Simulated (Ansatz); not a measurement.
Species: H$_{4}$Cl$_{2}$Si$_{2}$, SMILES `Cl[SiH2][SiH2]Cl` (Cl–Si–Si–Cl torsion 180°) (charge 0, multiplicity 1).

Task: Give a relaxed geometry from Ansatz (a quantum-chemistry and plane-wave program) with B3LYP-D3(BJ)/def2-TZVP.

Result: This is not unique; one that fits is the end point of this relaxation, one of several conformers (outside a Z-matrix the atoms follow the SMILES, hydrogens last).
Z-matrix (Å, degrees):
```
Si
H 1 1.4783
H 1 1.4783 2 109.69
Cl 1 2.0766 2 108.34 3 118.08
Si 1 2.3407 2 111.40 3 -123.81
H 5 1.4783 1 111.40 2 -57.16
H 5 1.4783 6 109.69 1 123.81
Cl 5 2.0766 6 108.34 7 118.08
```
